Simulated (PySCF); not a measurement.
**Finite-field polarisability of Ne (neon, neutral)**

[Ne], closed-shell 1S. All numbers are calculated (PySCF 2.14, the spin-free X2C one-electron Hamiltonian (Gaussian nucleus), in x2c-TZVPPall with one added diffuse shell each of s, p, d type (6s4p3d1f, 40 functions)). Frozen: 1s2. Energy changes in a uniform field (μhartree):

| axis | F (au) | HF | MP2 | CCSD | CCSD(T) |
| --- | --- | --- | --- | --- | --- |
| x | 0.0093 | -99.907 | -111.900 | -109.536 | -111.067 |
| x | 0.0186 | -399.750 | -447.778 | -438.313 | -444.446 |

**Question.** Derive α along x at CCSD(T) from the two fields.

**Answer.** With ΔE = −αF²/2 − γF⁴/24, α = −(16 ΔE(F) − ΔE(2F))/(6F²) = 2.568 bohr³.

**Question.** And the mean polarisability at each level?

**Answer.** HF 2.310, MP2 2.587, CCSD 2.533, CCSD(T) 2.568 bohr³. Reference: 2.661 bohr³ (recommended; Schwerdtfeger and Nagle, table of static dipole polarizabilities (2023 update)).
